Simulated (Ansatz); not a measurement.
C2H7GaS, SMILES `[CH3][GaH][CH2]S`. Total charge 0; spin multiplicity 1. The geometry is a stationary point of PBE0-D4/def2-TZVP. It is one conformer, not always the lowest.

```xyz
11

C     0.923   -1.199   -1.206
Ga    0.681    0.049    0.292
C    -0.828    1.327    0.245
S    -1.840    0.101    1.169
H     1.768   -0.877   -1.822
H     0.036   -1.231   -1.842
H     1.138   -2.208   -0.852
H     1.532    0.047    1.614
H    -0.826    2.286    0.755
H    -1.314    1.424   -0.726
H    -1.269    0.282    2.372
```

What is the dipole moment at PBE/def2-TZVPP? (Estimate.)

The calculation gave: 0.87 D, with components (-0.10, 0.83, -0.24) D in this frame, pointing from negative to positive charge.

And with r2SCAN, B3LYP, ωB97M-V? (Best estimate.)

Computed: r2SCAN 0.91 D, B3LYP 0.89 D, ωB97M-V 0.89 D.

Give the Mulliken charges with PBE, ωB97M-V, B3LYP in def2-TZVPP. (Best estimate.)

Computed: 
```tsv
atom	PBE	ωB97M-V	B3LYP
C1	-0.37	-0.47	-0.38
Ga2	0.17	0.26	0.24
C3	-0.26	-0.39	-0.29
S4	-0.15	-0.13	-0.15
H5	0.09	0.11	0.09
H6	0.09	0.11	0.09
H7	0.10	0.12	0.10
H8	-0.05	-0.03	-0.07
H9	0.12	0.15	0.13
H10	0.12	0.14	0.12
H11	0.13	0.13	0.12
```

B3LYP here is the variant with VWN-RPA as its local correlation; programs differ in this.
